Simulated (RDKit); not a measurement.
RDKit input (UFF):

```python
from rdkit import Chem
from rdkit.Chem import AllChem, rdDetermineBonds

mol = Chem.MolFromXYZFile('mol.xyz')
rdDetermineBonds.DetermineBonds(mol, charge=0)
print('SMILES', Chem.MolToSmiles(Chem.RemoveHs(mol)))
ff = AllChem.UFFGetMoleculeForceField(mol)
e0 = ff.CalcEnergy()
flag = ff.Minimize(maxIts=5000, forceTol=1e-5)
print(f'energy {e0:.4f} -> {ff.CalcEnergy():.4f} kcal/mol, converged: {flag == 0}')
print(Chem.MolToXYZBlock(mol))
```
mol.xyz:
```
13

C      2.53456600    -0.31571300    -0.08982600
C      1.30305200    -0.82049300     0.01392300
B      0.01797700     0.05605200     0.07294900
O      0.17725700     1.41354300     0.02370800
C     -1.40098500    -0.59736600     0.17207900
C     -2.54277100     0.01244700    -0.15075000
H      3.42024800    -0.94039900    -0.13433300
H      2.69573700     0.75569700    -0.13380500
H      1.20143200    -1.90292300     0.05391500
H     -0.64619300     1.90410200     0.10985000
H     -1.46670000    -1.63796400     0.48326300
H     -3.50737100    -0.48011200    -0.10007700
H     -2.56826000     1.03974500    -0.50578300
```

Output:

```
SMILES C=CB(O)C=C
energy 22.1352 -> 1.7424 kcal/mol, converged: True
13

C      2.382904   -0.135745    0.685926
C      1.222631   -0.745291    0.430331
B     -0.030892    0.037826   -0.105713
O      0.047941    1.479046   -0.348293
C     -1.365603   -0.742169   -0.392232
C     -2.459214   -0.129903   -0.852940
H      3.225314   -0.711569    1.055267
H      2.510039    0.932100    0.533408
H      1.137844   -1.814695    0.596702
H     -0.224033    1.894166    0.509061
H     -1.394762   -1.811640   -0.208182
H     -3.361547   -0.703622   -1.038094
H     -2.472633    0.938112   -1.050128
```

The geometry given is a B3LYP-D3(BJ)/def2-TZVP minimum.
